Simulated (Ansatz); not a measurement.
O₂Si, triplet, at a GFN2-xTB geometry (a higher spin typed on purpose: for a closed-shell molecule this is an excited state); CAM-B3LYP/STO-3G (Ansatz, an electronic-structure program).

Input for Ansatz:
Ansatz 0.2 input:
```yaml
crystal:
  periodic: [false, false, false]
  atoms:
    - {symbol: O, position_ang: [-1.25209476, 0.43857993, -0.24641232]}
    - {symbol: Si, position_ang: [-0.03540361, -0.36887068, 0.27017815]}
    - {symbol: O, position_ang: [1.31405109, 0.20694376, -0.22639944]}
basis:
  gaussian:
    orbitals: STO-3G
hamiltonian:
  xc: cam_b3lyp
magnetization: {spin_polarized: true, initial_magnetization: 2}
scf: {lower_state_search: full}
```

Question: Write the output that Ansatz gives for this input, abridged.

Answer: 
```
Functional definition: CAM-B3LYP
235 factors; integrals over basis functions are off by at most 1.8e-5 eV
89 factors; integrals over basis functions are off by at most 5.8e-7 eV
mean field evaluation 1: about -11813.2807 eV, gradient 2.0e1 eV
mean field evaluation 2: about -11813.2765 eV, gradient 2.0e1 eV
mean field evaluation 4: about -11817.0548 eV, gradient 1.7e0 eV
mean field evaluation 8: about -11817.1572 eV, gradient 1.0e-1 eV
mean field evaluation 16: about -11817.1580 eV, gradient 3.7e-5 eV
mean field evaluation 32: about -11791.2789 eV, gradient 1.9e1 eV
mean field evaluation 64: about -11814.5364 eV, gradient 2.4e-2 eV
mean field evaluation 96: about -11810.3645 eV, gradient 2.8e1 eV
mean field evaluation 128: about -11817.1580 eV, gradient 2.0e-2 eV
mean field -11817.15801971 eV, -434.2725472671 hartree, gradient 2.3e-6 eV, S^2 2.009667; 6 other end points of the search recorded, 0 dependent functions left out
reference -11817.15806939 eV, -434.2725490925 hartree; 16, 14 occupied and 3, 5 virtual orbitals, 235 factors
Total energy: -11817.15806939 eV, -434.2725490925 hartree
```
